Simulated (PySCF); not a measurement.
Tc⁻ (technetium, charge -1): UHF calculation

Configuration: [Kr] 4d6 5s2, high-spin 5D determinant. Computed with PySCF 2.14 in x2c-TZVPPall with one added diffuse shell each of s, p, d, f type (9s7p7d3f1g, 95 functions), with scalar relativity by spin-free X2C-1e.

```
Total energy                                                  : -4283.011731 hartree
One-electron energy                                           : -5917.6589 hartree
Hartree (Coulomb) energy                                      : 1762.3215 hartree
Exchange energy                                               : -127.6743 hartree
⟨S²⟩                                                          : 6.2993
⟨L²⟩                                                          : 6.035
Sum of ⟨r⟩                                                    : 38.83 bohr
Sum of ⟨r²⟩                                                   : 107.6 bohr²
Traceless quadrupole moment −½Σ⟨3z² − r²⟩ along its main axis : 0.507 e·bohr²
Langevin diamagnetic susceptibility                           : -85.2 ×10⁻⁶ cm³/mol
```

```
shell  electrons  mean orbital energy (hartree)  spread (hartree)  rms radius, mean of both spins (bohr)
 1s β          1                     -777.25894                 0                                 0.0394
 1s α          1                     -777.25854                 0                                 0.0394
 2s α          1                     -113.47712                 0                                  0.162
 2s β          1                     -113.44547                 0                                  0.162
 2p α          3                     -101.31905           0.00786                                  0.144
 2p β          3                     -101.28881           0.00072                                  0.144
 3s α          1                      -20.75114                 0                                  0.442
 3s β          1                      -20.73410                 0                                  0.442
 3p α          3                      -16.64691           0.01554                                  0.446
 3p β          3                      -16.62765           0.01067                                  0.446
 3d α          5                      -10.00593           0.01914                                  0.435
 3d β          5                       -9.96011           0.03018                                  0.435
 4s α          1                       -3.10576                 0                                   1.14
 4s β          1                       -2.90408                 0                                   1.14
 4p α          3                       -1.91563           0.04562                                   1.28
 4p β          3                       -1.65076           0.03547                                   1.28
 4d α          5                       -0.22092           0.05620                                   2.00
 4d β          1                       -0.08475                 0                                   2.00
 5s α          1                       -0.06988                 0                                   5.81
 5s β          1                        0.00647                 0                                   5.81
```

⟨S²⟩ = 6.30 against 6.00 shows spin contamination. At UHF the highest occupied level has a positive energy, so only the finite basis holds that electron.

Densities and radii are taken from the X2C orbitals without a picture-change correction, which distorts them close to the nucleus.

Spin-orbit constants ζ (cm⁻¹) from the X2C one-electron operator on these orbitals: bare nucleus, nucleus screened by l(l+1)(2l+1)/3 electrons, and screened by the Breit-Pauli mean field of the electrons.

```
shell    bare  screened nucleus  mean field
   2p  642100            612300         n/a
   3p  108800            103700         n/a
   3d   15600             11980         n/a
   4p   14430             13760         n/a
   4d    1070             821.5         n/a
```

To first order the Landé constant is A = -205.4 cm⁻¹, so the lowest level has J = 4 and lies 0.102 eV below the centre of the term. This holds in LS coupling only.
